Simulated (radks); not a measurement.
Q: These are the eigenvalues of the occupied orbitals of an atom or ion with whole-number occupations (hartree). Calculated with a radial shooting solver on a logarithmic mesh with Libxc functionals: non-relativistic Kohn-Sham, TPSS, spin-polarised, spherical densities, point nucleus; meta-GGA in the generalised Kohn-Sham scheme.

| orbital | eigenvalue |
|---|---|
| 1s up | -2722.784 |
| 1s down | -2722.515 |
| 2s up | -591.1270 |
| 2s down | -590.9886 |
| 2p up | -576.2651 |
| 2p down | -576.0060 |
| 3s up | -241.6400 |
| 3s down | -240.8015 |
| 3p up | -235.8593 |
| 3p down | -235.0051 |

Which element is it, and in what charge state? The configuration may be excited. Open shells, if any, are filled with parallel spins first.

A: Z = 77, iridium, charge +61: Ir61+ in [Ne] 3s2 3p4. The list shows which subshells hold electrons but not how many an open one holds; the 1s level, -2722.8 hartree, gives Z - s = 73.8 by -(Z - s)^2/2, which with screening narrows Z to a few neighbours, and the depths of the outer levels then fix element, charge and occupations together.
